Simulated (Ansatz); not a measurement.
Relaxation of C2H7ClGe (11 atoms, charge 0, multiplicity 1), to a largest force component of 0.03 eV/Å in at most 50 steps.

Method: Ansatz, RKS B3LYP-D4/def2-SVP.

```xyz
11
Properties=species:S:1:pos:R:3:forces:R:3
Ge 0.107 -0.143 0.330 0.62 -0.01 0.45
H 0.415 -0.319 1.822 -1.17 -0.22 0.65
C 2.029 0.060 0.138 0.57 0.19 -1.08
H 2.467 -0.866 0.544 0.00 0.01 0.00
H 2.451 0.242 -0.862 0.00 0.00 0.00
H 2.315 0.893 0.798 0.00 0.00 0.00
Cl -0.959 1.731 -0.017 -0.02 0.02 -0.02
C -0.826 -1.568 -0.617 0.01 0.01 -0.01
H -1.822 -1.729 -0.180 0.00 0.01 0.00
H -0.943 -1.294 -1.675 0.01 -0.01 0.00
H -0.246 -2.500 -0.545 0.00 0.00 0.00
```

Where does it end, and by what steps?

The run converged. After 6 steps the energy has fallen by 0.428 eV; H2 moved furthest, 0.55 Å.

```csv
step,energy less start (eV),largest force component (eV/Å),accepted
0,0.0000,1.167,yes
1,-0.2505,0.569,yes
2,-0.3688,0.418,yes
3,-0.4149,0.302,yes
4,-0.4279,0.040,yes
5,-0.4281,0.031,yes
6,-0.4284,0.004,yes
```

```xyz
11
Properties=species:S:1:pos:R:3
Ge 0.134 -0.172 0.517
H -0.086 -0.411 2.027
C 2.028 0.052 0.083
H 2.582 -0.868 0.325
H 2.141 0.265 -0.990
H 2.456 0.887 0.657
Cl -0.859 1.732 0.051
C -0.728 -1.546 -0.574
H -1.802 -1.600 -0.344
H -0.606 -1.305 -1.640
H -0.271 -2.528 -0.375
```

Whether the end is a true minimum wasn't checked by a vibrational analysis.

The run took 11 s on 4 threads of Arm Neoverse V2, with other jobs on the host, peak memory 0.28 GiB.
